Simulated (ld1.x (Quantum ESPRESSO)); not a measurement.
**copper: one change to a TM potential, before and after**

copper, norm-conserving Troullier–Martins (Kleinman–Bylander form), made with ld1.x (Quantum ESPRESSO) 7.5 (LDA (PZ), scalar-relativistic). Core [Ar], reference 3d10 4s0 4p0 (charge +1). Waves: 4s (bound, empty): rc 2.05 bohr; 3d (bound): rc 1.50 bohr; 4p (bound, empty): rc 2.65 bohr. Local part: the p channel. Core correction: a·sin(br)/r model core inside 1.55 bohr.

All-electron outer shells of the reference configuration (LDA (PZ), scalar-relativistic, ld1.x):

| shell | level (eV) | outermost node (bohr) | outermost maximum (bohr) |
| --- | --- | --- | --- |
| 3p | -80.75 | 0.26 | 0.62 |
| 3d | -14.01 | – | 0.60 |
| 4s | -12.16 | 0.89 | 2.11 |
| 4p | -6.63 | 0.97 | 2.74 |

Change: wave 4s (bound): rc 2.05 bohr becomes 4s (bound): rc 1.92 bohr.

Cutoffs: the cutoffs (Ry, on a coarse ladder) from which the occupation-weighted sum of valence levels, in a spherical-Bessel basis at the reference potential, stays within 10 and 1 mRy of its value at 400 Ry; they do not see the model core or the augmentation charge, which bear on the density cutoff. Errors are all-electron minus pseudo energies relative to the spin-unpolarised reference configuration.

Q: Predict the effect on cutoff, ghosts and configuration errors.

A: The potential gets neither clearly harder nor softer (120 Ry and 230 Ry → 120 Ry and 230 Ry); both files keep a bound ghost (s); the number of tests with a reliable result goes from 9 to 8; the errors of the 8 common tests hardly move.

```tsv
quantity	base	changed
cutoff, loose	120 Ry	120 Ry
cutoff, tight	230 Ry	230 Ry
bound ghosts	s	s
tests with a reliable result	9 of 9	8 of 9
error for 3d10 4s1 4p0, meV [ΔE -8.43 eV]	-13	-13
error for 3d9 4s0 4p0, meV [ΔE 21.69 eV]	-315	-315
error for 3d8 4s0 4p0, meV [ΔE 61.05 eV]	-1545	-1545
error for 3d9 4s2 4p0, meV [ΔE -6.43 eV]	-354	-358
error for 3d7 4s0 4p0, meV [ΔE 121.08 eV]	-3772	-3773
error for 3d10 4s0 4p1, meV [ΔE -4.18 eV]	-2.9	-2.9
error for 3d10 4s1 4p0 (spin-polarised), meV [ΔE -8.62 eV]	-15	-15
error for 3d9 4s0 4p0 (spin-polarised), meV [ΔE 21.44 eV]	-184	-184
s: phases at 2.90 bohr within 0.05 rad from the reference energy up to (Ry; the scan ends near 5)	1.3	1.4
p: phases at 2.90 bohr within 0.05 rad from the reference energy up to (Ry; the scan ends near 5)	2.2	2.2
d: phases at 2.90 bohr within 0.05 rad from the reference energy up to (Ry; the scan ends near 5)	-0.1	-0.1
```

 A true bound ghost makes a file unfit for plane-wave use even where its test errors are small: the radial tests pick states by their node count and pass the ghost by.
